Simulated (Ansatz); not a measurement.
RhCl6 (charge -3): shapes and states compared

Calculated in Ansatz's Gaussian-basis code. Basis cc-pwCVTZ-PP on Rh, cc-pV(T+d)Z on Cl, scalar-relativistic core potentials (28 electrons on Rh), no spin–orbit coupling, 30 orbitals frozen in the corrections, fitted integrals; active space CAS(6,5), shells under the valence barred from it. Restricted Hartree–Fock, then the lowest state-specific CASSCF solution met for each case. Single-reference values can break down or jump between states where bonds are stretched. Unlike active orbitals can shift such differences by tenths of an eV, at times by over 1 eV.

Case A, triplet:

| atom | x (Å) | y (Å) | z (Å) |
| --- | --- | --- | --- |
| Rh | 0.0000 | 0.0000 | 0.0000 |
| Cl | 2.3500 | 0.0000 | 0.0000 |
| Cl | -2.3500 | 0.0000 | 0.0000 |
| Cl | 0.0000 | 2.3500 | 0.0000 |
| Cl | 0.0000 | -2.3500 | 0.0000 |
| Cl | 0.0000 | 0.0000 | 2.3500 |
| Cl | 0.0000 | 0.0000 | -2.3500 |

Case B, singlet: the shape of A.

Energy less that of case A, in eV:

```tsv
case	RHF/ROHF	CASSCF
B	-1.478	-1.824
```

Task: What does SC-NEVPT2 give for these differences?

Result: B: -1.563 eV (-36.0 kcal/mol).

Task: Which case is lowest, and do the methods agree?

Result: B is lowest in SC-NEVPT2. Of the methods shown, RHF/ROHF, CASSCF agree.
